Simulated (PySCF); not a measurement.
C4H4OSe, SMILES C1[C@@H](C=O)[Se]C=1. The structure is a stationary point at PBE-D3(BJ)/def2-SVP. The structure was generated by enumeration; whether it is a known compound was not checked. The values are those of a single conformer.

Computed equilibrium geometry at PBE-D3(BJ)/def2-SVP (PySCF confirms it by a frequency run) as bond lengths and angles (one conformer of several):
Atoms: O1 C2 C3 C4 C5 Se6 H7 H8 H9 H10. Bond lengths (Å): O1–C2 1.214, C2–C3 1.509, C2–H7 1.133, C3–C4 1.503, C3–Se6 2.045, C3–H8 1.112, C4–C5 1.350, C4–H9 1.100, C5–Se6 1.929, C5–H10 1.099. Bond angles (°): O1–C2–C3 124.3, O1–C2–H7 121.9, C3–C2–H7 113.8, C2–C3–C4 118.4, C2–C3–Se6 109.1, C2–C3–H8 111.5, C4–C3–Se6 89.6, C4–C3–H8 116.9, Se6–C3–H8 108.4, C3–C4–C5 102.8, C3–C4–H9 127.2, C5–C4–H9 130.0, C4–C5–Se6 99.4, C4–C5–H10 133.6, Se6–C5–H10 127.0, C3–Se6–C5 68.3.
Charge 0, spin multiplicity 1.
